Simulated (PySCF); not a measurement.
TaO2Cl, singlet: data card

Level of theory: PBE in PySCF with Ta def2-SVP with ECP60, O def2-SVP, Cl def2-SVP; scalar-relativistic core potentials, no spin–orbit coupling; density-fitted integrals.

The structure is a minimum.

Z-matrix (Å, degrees; charge 0 multiplicity 1):
```
Ta
O  1 1.7455
O  1 1.7455 2 104.51
Cl 1 2.3286 2 107.27 3 -113.67
```

```
Point group                                                                   : Cs
Bond lengths                                                                  : Ta–Cl 2.329 Å, Ta–O 1.746 Å (×2)
Bond angles                                                                   : Cl–Ta–O 107.3° (×2), O–Ta–O 104.5°
Rotational constants                                                          : 0.2059, 0.082, 0.06865 cm⁻¹
Principal polarisabilities                                                    : 34.2, 49.9, 58.8 bohr³
Zero-point energy                                                             : 17.6 kJ/mol
Highest occupied level                                                        : -6.74 eV
Entropy at 298.15 K and 1 bar                                                 : 319.7 J/(mol K)
Dipole moment                                                                 : 5.45 D
Heat capacity Cp at 298.15 K                                                  : 65.7 J/(mol K)
Enthalpy at 298.15 K above 0 K                                                : 15.15 kJ/mol
Principal quadrupole moments (Buckingham, traceless) about the centre of mass : -6.22, -4.89, 11.11 D Å
Atomisation energy without zero-point energy                                  : 2017 kJ/mol
Rotational symmetry number                                                    : 1
Lowest empty level                                                            : -4.66 eV
```

Harmonic modes (masses in u: Ta 180.948, O 15.995, Cl 34.969):
| symmetry | ω (cm⁻¹) | IR (km/mol) |
| --- | --- | --- |
| a' | 176 | 21.9 |
| a'' | 180 | 0.9 |
| a' | 326 | 5.0 |
| a' | 390 | 41.2 |
| a'' | 911 | 140 |
| a' | 959 | 55.9 |

Charges (e):
```json
{"atom": "Ta1", "Mulliken": "0.79", "Löwdin": "0.06", "polar tensor": "1.72", "Mayer order to Ta1": "–"}
{"atom": "O2,3", "Mulliken": "-0.29", "Löwdin": "-0.10", "polar tensor": "-0.64", "Mayer order to Ta1": "2.28"}
{"atom": "Cl4", "Mulliken": "-0.22", "Löwdin": "0.14", "polar tensor": "-0.44", "Mayer order to Ta1": "1.22"}
```

Mulliken populations on Ta1 (electrons outside its core potential): s 2.40, p 6.33, d 3.33, f 0.16.

Outer orbital energies (eV). occupied: -9.19, -9.18, -8.92, -8.80, -8.27, -7.72, -7.67, -6.74; empty: -4.66, -2.80, -1.95, -1.21.

Formally Ta is in oxidation state +5, d0. The polar-tensor charge on Ta, 1.72, is far below the formal one.

This need not be the most stable arrangement of these atoms. With an element this heavy the missing spin–orbit coupling can shift these numbers.

The final relaxation and frequency run took roughly 90 core-seconds on a shared host.
